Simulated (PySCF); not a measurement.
# SMILES [C-]#[N+]c1ccc(F)o1, C₅H₂FNO

Geometry:
```csv
atom,x (Å),y (Å),z (Å)
C1,3.233,0.004,-0.946
N2,2.100,0.005,-0.619
C3,0.806,0.005,-0.239
C4,-0.089,-0.999,-0.003
C5,-1.312,-0.360,0.374
C6,-1.032,0.970,0.327
F7,-1.758,2.021,0.569
O8,0.223,1.220,-0.037
H9,0.109,-2.064,-0.090
H10,-2.260,-0.817,0.642
```

Method: quadratic response CAM-B3LYP/def2-TZVPD first hyperpolarisability, Taylor convention, gas phase (PySCF). Geometry: PBE0-D3(BJ)/def2-SVP.

(1) Give the tensor of the second harmonic β(−2ω;ω,ω) at 1064 nm in the axes of these coordinates.

Results:

(1) In au, Taylor convention; rows are the first index (the induced dipole):
|  | xx | yy | zz | xy | xz | yz |
| --- | --- | --- | --- | --- | --- | --- |
| x | -604.7 | -17.9 | -44.7 | +94.0 | +186.5 | -17.7 |
| y | +87.7 | +78.5 | +42.2 | -19.6 | -15.7 | +5.8 |
| z | +186.9 | +5.4 | +8.5 | -17.8 | -42.9 | +41.8 |

Norm of βᵢ = ⅓ Σⱼ (βᵢⱼⱼ + βⱼᵢⱼ + βⱼⱼᵢ): 728.5 au, hyper-Rayleigh value 299.1 au.
